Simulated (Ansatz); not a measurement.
```yaml
crystal:
  periodic: [false, false, false]
  atoms:
    - {symbol: Pb, position_ang: [-1.146898, -0.473182, 1.774586]}
    - {symbol: Pb, position_ang: [-0.223611, 1.708748, -0.741228]}
    - {symbol: Pb, position_ang: [-0.486516, -1.699165, -1.250872]}
    - {symbol: Pb, position_ang: [1.989386, -0.547884, 0.656264]}
    - {symbol: O, position_ang: [-1.720552, 0.015583, -0.381876]}
    - {symbol: O, position_ang: [1.089993, -0.051378, -1.384047]}
    - {symbol: O, position_ang: [0.498189, 1.047288, 1.327162]}
basis:
  gaussian: {orbitals: def2-TZVPD}
total_charge: -1
magnetization: {spin_polarized: true, initial_magnetization: 1}
hamiltonian: {xc: pbe0, dispersion: d4}
scf: {omitted_lower_state_checks: [starts]}
output: {orbitals: {seedname: orbitals}}
```

```sh
$ ansatz run in.yaml --threads 4 --pin off --events-out ev --progress --plain --max-ram 4787MiB
```

(1) Does this run fit into the memory that it is given?

## Answers

(1) No. It has 344 basis functions, and Ansatz plans for 5.39 GiB where 4.67 GiB are given.
